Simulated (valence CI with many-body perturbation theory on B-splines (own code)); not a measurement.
**Level structure of Tm⁶²⁺**

Calculated by configuration interaction combined with many-body perturbation theory (CI+MBPT): five valence electrons over a frozen Dirac-Fock core [He], a basis of 11 s, 11 p, 10 d, 8 f, 5 g, 2 h functions for each j, with the one-electron correlation potential Σ1 (screened to all orders), the two-electron term Σ2, the three-electron term Σ3, Breit, model QED; selected single and double excitations, second order for the rest, scaled by the run's own slope (own B-spline code, finite nucleus).

The last digits are not significant, and no measured levels were compared; by estimate large intervals hold to a few tenths of a per cent, small ones and those within an open d or f shell to about a per cent. Among the levels kept, up to 7400 cm⁻¹ of a level comes from second order outside the variational space, and about a tenth of that is noise between levels of different J, which matters for small intervals.

Levels 46 to 90 of 198, with energies above the lowest level, (2s^2 2p1/2^2 2p3/2) J=3/2. "Leading %" is the weight of the configuration and term that name the level; weights of strongly mixed levels are sums over their largest components and can fall short, so below about 35 % the name and the second component can differ from the true leading terms, or belong to a minority configuration. In the jj column 3d3/2^4 stands for four electrons in 3d with j = 3/2.

| No. | Configuration | Term | J | E (× 10³ cm⁻¹) | Leading % | g | Second component | Leading jj |
| --- | --- | --- | --- | --- | --- | --- | --- | --- |
| 46 | 2s2 2p2 3d | 4D | 1/2 | 73801 | 79 | 0.239 | 14 % 2s2 2p2 3d 2P | 2s^2 2p1/2 2p3/2 3d3/2 (100 %) |
| 47 | 2s2 2p2 3d | 2G | 7/2 | 73899 | 53 | 1.008 | 25 % 2s2 2p2 3d 2F | 2s^2 2p1/2 2p3/2 3d3/2 (98 %) |
| 48 | 2s2 2p2 3d | 2D | 5/2 | 74018 | 36 | 1.130 | 32 % 2s2 2p2 3d 2F | 2s^2 2p1/2 2p3/2 3d3/2 (97 %) |
| 49 | 2s2 2p2 3d | 2D | 3/2 | 74066 | 46 | 1.099 | 16 % 2s2 2p2 3d 2P | 2s^2 2p1/2 2p3/2 3d3/2 (97 %) |
| 50 | 2s2 2p2 3d | 2P | 1/2 | 74139 | 37 | 1.625 | 32 % 2s2 2p2 3d 4P | 2s^2 2p1/2 2p3/2 3d3/2 (97 %) |
| 51 | 2s2 2p2 3d | 4D | 7/2 | 74352 | 46 | 1.297 | 38 % 2s2 2p2 3d 4F | 2s^2 2p1/2 2p3/2 3d5/2 (99 %) |
| 52 | 2s2 2p2 3d | 2P | 3/2 | 74496 | 39 | 1.323 | 27 % 2s2 2p2 3d 4P | 2s^2 2p1/2 2p3/2 3d5/2 (98 %) |
| 53 | 2s2 2p2 3d | 2G | 9/2 | 74511 | 64 | 1.168 | 36 % 2s2 2p2 3d 4F | 2s^2 2p1/2 2p3/2 3d5/2 (100 %) |
| 54 | 2s2 2p2 3d | 2F | 5/2 | 74514 | 44 | 1.137 | 20 % 2s2 2p2 3d 4D | 2s^2 2p1/2 2p3/2 3d5/2 (98 %) |
| 55 | 2s2 2p2 3d | 2D | 5/2 | 74643 | 60 | 1.242 | 25 % 2s2 2p2 3d 4P | 2s^2 2p1/2 2p3/2 3d5/2 (98 %) |
| 56 | 2s2 2p2 3d | 2F | 7/2 | 74706 | 69 | 1.122 | 12 % 2s2 2p2 3d 2G | 2s^2 2p1/2 2p3/2 3d5/2 (98 %) |
| 57 | 2s2 2p2 3d | 2D | 3/2 | 74750 | 57 | 0.962 | 29 % 2s2 2p2 3d 2P | 2s^2 2p1/2 2p3/2 3d5/2 (99 %) |
| 58 | 2s2 2p2 3d | 2P | 1/2 | 74789 | 58 | 1.203 | 36 % 2s2 2p2 3d 2S | 2s^2 2p1/2 2p3/2 3d5/2 (99 %) |
| 59 | 2s 2p3 3p | 4D | 7/2 | 75203 | 49 | 1.425 | 27 % 2s 2p3 3p 6P | 2s 2p1/2^2 2p3/2 3p3/2 (98 %) |
| 60 | 2s 2p3 3p | 4P | 3/2 | 75275 | 30 | 1.510 | 26 % 2s 2p3 3p 2P | 2s 2p1/2^2 2p3/2 3p3/2 (99 %) |
| 61 | 2s 2p3 3p | 4P | 5/2 | 75410 | 38 | 1.409 | 21 % 2s 2p3 3p 2D | 2s 2p1/2^2 2p3/2 3p3/2 (98 %) |
| 62 | 2s 2p3 3p | 2P | 1/2 | 75443 | 40 | 1.428 | 24 % 2s 2p3 3p 4P | 2s 2p1/2^2 2p3/2 3p3/2 (99 %) |
| 63 | 2s 2p3 3p | 2D | 5/2 | 75908 | 32 | 1.255 | 20 % 2s 2p3 3p 4P | 2s 2p1/2^2 2p3/2 3p3/2 (99 %) |
| 64 | 2s 2p3 3d | 4D° | 5/2 | 75952 | 30 | 1.245 | 18 % 2s 2p3 3d 6D° | 2s 2p1/2^2 2p3/2 3d3/2 (99 %) |
| 65 | 2s 2p3 3d | 4D° | 3/2 | 75990 | 29 | 1.349 | 24 % 2s 2p3 3d 6D° | 2s 2p1/2^2 2p3/2 3d3/2 (99 %) |
| 66 | 2s 2p3 3d | 4F° | 7/2 | 76015 | 24 | 1.230 | 17 % 2s 2p3 3d 2F° | 2s 2p1/2^2 2p3/2 3d3/2 (96 %) |
| 67 | 2s 2p3 3d | 4P° | 1/2 | 76021 | 46 | 2.261 | 27 % 2s 2p3 3d 6D° | 2s 2p1/2^2 2p3/2 3d3/2 (99 %) |
| 68 | 2s 2p3 3p | 2P | 3/2 | 76037 | 35 | 1.220 | 14 % 2s 2p3 3p 4D | 2s 2p1/2^2 2p3/2 3p3/2 (99 %) |
| 69 | 2s 2p3 3p | 4P | 1/2 | 76073 | 40 | 1.753 | 25 % 2s 2p3 3p 2P | 2s 2p1/2^2 2p3/2 3p3/2 (99 %) |
| 70 | 2s 2p3 3d | 4F° | 9/2 | 76537 | 50 | 1.330 | 28 % 2s 2p3 3d 6D° | 2s 2p1/2^2 2p3/2 3d5/2 (100 %) |
| 71 | 2s 2p3 3d | 2D° | 3/2 | 76570 | 32 | 0.943 | 17 % 2s 2p3 3d 4F° | 2s 2p1/2^2 2p3/2 3d3/2 (78 %) |
| 72 | 2s 2p3 3d | 2F° | 5/2 | 76646 | 36 | 0.928 | 21 % 2s 2p3 3d 4G° | 2s 2p1/2^2 2p3/2 3d3/2 (97 %) |
| 73 | 2s 2p3 3d | 4D° | 1/2 | 76708 | 50 | 0.600 | 28 % 2s 2p3 3d 2P° | 2s 2p1/2^2 2p3/2 3d3/2 (95 %) |
| 74 | 2s 2p3 3d | 4D° | 5/2 | 76726 | 31 | 1.319 | 17 % 2s 2p3 3d 4P° | 2s 2p1/2^2 2p3/2 3d5/2 (97 %) |
| 75 | 2s 2p3 3d | 4D° | 7/2 | 76780 | 41 | 1.281 | 23 % 2s 2p3 3d 2F° | 2s 2p1/2^2 2p3/2 3d5/2 (96 %) |
| 76 | 2s 2p3 3d | 2D° | 3/2 | 76885 | 37 | 1.127 | 21 % 2s 2p3 3d 2P° | 2s 2p1/2^2 2p3/2 3d5/2 (78 %) |
| 77 | 2s 2p3 3d | 2P° | 1/2 | 76977 | 55 | 0.706 | 25 % 2s 2p3 3d 4D° | 2s 2p1/2^2 2p3/2 3d5/2 (94 %) |
| 78 | 2s 2p3 3d | 2F° | 7/2 | 77293 | 34 | 1.170 | 20 % 2s 2p3 3d 4D° | 2s 2p1/2^2 2p3/2 3d5/2 (100 %) |
| 79 | 2s 2p3 3d | 2D° | 5/2 | 77410 | 38 | 1.137 | 11 % 2s 2p3 3d 2F° | 2s 2p1/2^2 2p3/2 3d5/2 (99 %) |
| 80 | 2s 2p3 3d | 2P° | 3/2 | 77423 | 32 | 1.272 | 15 % 2s 2p3 3d 2D° | 2s 2p1/2^2 2p3/2 3d5/2 (99 %) |
| 81 | 2s2 2p2 3s | 4P | 5/2 | 78316 | 64 | 1.431 | 35 % 2s2 2p2 3s 2D | 2s^2 2p3/2^2 3s (99 %) |
| 82 | 2s2 2p2 3s | 2P | 3/2 | 78395 | 54 | 1.157 | 34 % 2s2 2p2 3s 2D | 2s^2 2p3/2^2 3s (99 %) |
| 83 | 2s2 2p2 3s | 2S | 1/2 | 78806 | 68 | 1.981 | 21 % 2s2 2p2 3s 4P | 2s^2 2p3/2^2 3s (99 %) |
| 84 | 2s2 2p2 3p | 4P° | 3/2 | 79206 | 27 | 1.428 | 19 % 2s2 2p2 3p 4S° | 2s^2 2p3/2^2 3p1/2 (98 %) |
| 85 | 2s2 2p2 3p | 2D° | 5/2 | 79228 | 38 | 1.171 | 25 % 2s2 2p2 3p 2F° | 2s^2 2p3/2^2 3p1/2 (98 %) |
| 86 | 2s2 2p2 3p | 2P° | 1/2 | 79676 | 74 | 0.653 | 17 % 2s2 2p2 3p 4D° | 2s^2 2p3/2^2 3p1/2 (98 %) |
| 87 | 2s 2p3 3s | 6S° | 5/2 | 80004 | 50 | 1.641 | 40 % 2s 2p3 3s 4D° | 2s 2p1/2 2p3/2^2 3s (99 %) |
| 88 | 2s 2p3 3s | 4S° | 3/2 | 80221 | 48 | 1.474 | 30 % 2s 2p3 3s 4D° | 2s 2p1/2 2p3/2^2 3s (98 %) |
| 89 | 2s 2p3 3s | 4D° | 7/2 | 80336 | 99 | 1.395 |  | 2s 2p1/2 2p3/2^2 3s (99 %) |
| 90 | 2s 2p3 3s | 2D° | 5/2 | 80540 | 75 | 1.211 | 22 % 2s 2p3 3s 4D° | 2s 2p1/2 2p3/2^2 3s (99 %) |
